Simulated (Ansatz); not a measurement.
Cl2FHOTi (`[OH][Ti]([F])([Cl])[Cl]`). The species carries charge 0 and has multiplicity 1. All single points use the PBE0-D4/def2-TZVP geometry. It is one conformer, not always the lowest.

```xyz
6

O     0.904    0.819    0.640
Ti   -0.247   -0.243   -0.142
F    -0.499    0.296   -1.777
Cl   -2.149   -0.184    0.934
Cl    0.538   -2.283   -0.171
H     1.453    1.594    0.516
```

Problem. What is the dipole moment at B3LYP/def2-TZVPP? (An estimate is asked.)

Solution. Ansatz gave: 2.59 D, with components (1.65, 1.97, 0.28) D in this frame, pointing from negative to positive charge.

Problem. And with PBE, r2SCAN, ωB97M-V? (Estimate.)

Solution. Ansatz gave: PBE 2.60 D, r2SCAN 2.65 D, ωB97M-V 2.68 D.

Problem. Give the Mulliken charges with B3LYP, PBE, r2SCAN in def2-TZVPP. (An estimate is asked.)

Solution. Computed: 
```json
{"atom": "O1", "B3LYP": "-0.46", "PBE": "-0.41", "r2SCAN": "-0.46"}
{"atom": "Ti2", "B3LYP": "1.05", "PBE": "0.91", "r2SCAN": "1.03"}
{"atom": "F3", "B3LYP": "-0.35", "PBE": "-0.30", "r2SCAN": "-0.34"}
{"atom": "Cl4", "B3LYP": "-0.22", "PBE": "-0.20", "r2SCAN": "-0.22"}
{"atom": "Cl5", "B3LYP": "-0.22", "PBE": "-0.20", "r2SCAN": "-0.22"}
{"atom": "H6", "B3LYP": "0.21", "PBE": "0.21", "r2SCAN": "0.22"}
```

B3LYP here is the variant with VWN-RPA as its local correlation; programs differ in this.
